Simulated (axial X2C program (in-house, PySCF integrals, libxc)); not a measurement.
# Bond lengths and stretching modes, held linear, of HGeH

Calculated with an axial X2C code built on PySCF integrals: two-component X2C with atomic mean-field Coulomb and Gaunt terms, Gaussian nuclei, basis H dyall-v3z, Ge dyall-v3z with contracted cores. Spin-free rows use the one-electron spin-free X2C Hamiltonian.

Masses H 1.008, Ge 73.921, H 1.008 u. States: 2c Ω = 1 (beyond evenly filled blocks: ω = -1/2, ω = 3/2); spin-free M_S = 1, Λ = 0 (beyond evenly filled blocks: π+α, π-α).

PBE0, spin-free: energies above the lowest point

```json
{"r(H–Ge) (Å)": "1.4449", "r(Ge–H) (Å)": "1.4449", "E (meV)": "25.54"}
{"r(H–Ge) (Å)": "1.4449", "r(Ge–H) (Å)": "1.4820", "E (meV)": "13.20"}
{"r(H–Ge) (Å)": "1.4449", "r(Ge–H) (Å)": "1.5190", "E (meV)": "28.01"}
{"r(H–Ge) (Å)": "1.4820", "r(Ge–H) (Å)": "1.4449", "E (meV)": "13.20"}
{"r(H–Ge) (Å)": "1.4820", "r(Ge–H) (Å)": "1.4820", "E (meV)": "0.00"}
{"r(H–Ge) (Å)": "1.4820", "r(Ge–H) (Å)": "1.5190", "E (meV)": "13.95"}
{"r(H–Ge) (Å)": "1.4820", "r(Ge–H) (Å)": "1.5561", "E (meV)": "50.89"}
{"r(H–Ge) (Å)": "1.5190", "r(Ge–H) (Å)": "1.4449", "E (meV)": "28.01"}
{"r(H–Ge) (Å)": "1.5190", "r(Ge–H) (Å)": "1.4820", "E (meV)": "13.95"}
{"r(H–Ge) (Å)": "1.5190", "r(Ge–H) (Å)": "1.5190", "E (meV)": "27.01"}
{"r(H–Ge) (Å)": "1.5561", "r(Ge–H) (Å)": "1.4820", "E (meV)": "50.89"}
{"r(H–Ge) (Å)": "1.5561", "r(Ge–H) (Å)": "1.5561", "E (meV)": "98.19"}
```

Q: Fit a quadratic surface with cubic terms in each bond: where is the minimum, and what are the two stretching wavenumbers?

A: At PBE0, spin-free: bonds 1.480 and 1.480 Å; harmonic stretches 2279.0 and 2385.7 cm⁻¹; force constants 3.19, 3.19 and coupling -0.10 mdyn/Å.

The other levels and Hamiltonians give:

```csv
Hamiltonian,level,r(H–Ge) (Å),r(Ge–H) (Å),lower stretch (cm⁻¹),upper stretch (cm⁻¹)
2c,PBE0,1.481,1.481,2277.9,2384.5
2c,HF,1.481,1.481,2341.6,2408.7
2c,BHandHLYP,1.472,1.472,2331.6,2434.3
2c,MP2,1.466,1.466,2341.8,2465.3
spin-free,HF,1.481,1.481,2342.6,2409.8
spin-free,BHandHLYP,1.472,1.472,2332.6,2435.5
spin-free,MP2,1.466,1.466,2342.8,2466.4
```

Each state is one determinant, the lowest of a limited PBE0 search; the stretches come from a fit to these few points and carry an uncertainty of a few per cent. Other orders of the atoms were not compared. MP2 freezes inner shells (threshold -2 hartree). The molecule was held linear; bending was not examined, so a bent shape may lie lower. Open-shell Ω = 0 determinants with evenly filled partner blocks cannot be reached by this program, so the Ω shown need not be the lowest component. Note: several unpaired electrons, one determinant need not be a pure state.
